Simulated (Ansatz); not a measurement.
(BeO)4 cube (Be4O4), relaxed as a singlet with RKS B3LYP-D4/def2-SVP in Ansatz, starting from the GFN2-xTB geometry. Force threshold 0.02 eV/Å.

Start:

```tsv
atom	x (Å)	y (Å)	z (Å)
Be1	-0.874	0.597	-0.660
O2	-0.646	1.061	0.862
Be3	0.867	0.815	0.375
O4	0.637	0.651	-1.206
Be5	0.533	-0.875	-0.711
O6	-1.050	-0.988	-0.455
Be7	-0.525	-0.536	0.995
O8	1.059	-0.724	0.800
```

| step | energy (eV) | largest force component (eV/Å) | SCF passes |
| --- | --- | --- | --- |
| 1 | -9796.3329 | 0.774 | 22 |
| 2 | -9796.3673 | 0.298 | 27 |
| 3 | -9796.3785 | 0.069 | 27 |
| 4 | -9796.3788 | 0.000 | 21 |

Force components are those of the run's own axes.

End:

```xyz
8

Be   -0.8902    0.6081   -0.6727
O    -0.6496    1.0669    0.8667
Be    0.8827    0.8302    0.3826
O     0.6407    0.6540   -1.2138
Be    0.5429   -0.8918   -0.7244
O    -1.0561   -0.9933   -0.4578
Be   -0.5355   -0.5466    1.0146
O     1.0650   -0.7276    0.8049
```

By distances, no bond broke or formed. The bond that changes most is Be3–O4, from 1.61 to 1.62 Å (atoms count from 1).

No frequencies were taken in this run, so the end may be a saddle point.

Run time 6.5 s (4 threads of Arm Neoverse V1 on a shared host).
